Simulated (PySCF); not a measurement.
Cu₂, SMILES [Cu][Cu], multiplicity 1.

Coordinates come from a r2SCAN-D4/def2-TZVP optimisation. The multiplicity is an assumed one; other spin states were not compared.

Two levels are set side by side: PBE/def2-TZVPD (PySCF) and M06-2X/def2-TZVPD (PySCF). Same geometry, gas phase. Differences are taken from unrounded values.

```csv
quantity,M06-2X,PBE,PBE minus M06-2X
orbital gap (eV),4.61,1.80,-2.81
highest occupied level (eV),-6.27,-4.83,1.44
lowest empty level (eV),-1.66,-3.03,-1.37
mean polarisability (bohr³),81.0,73.3,-7.8
```

PBE's occupied levels lie high since its potential decays too fast outside the molecule; exact exchange lowers them and widens the gap. Differences between two approximate levels are no errors against the true value.

Rough cost on one machine, each run with all the roots and properties that it gave: M06-2X against PBE about 2 times.
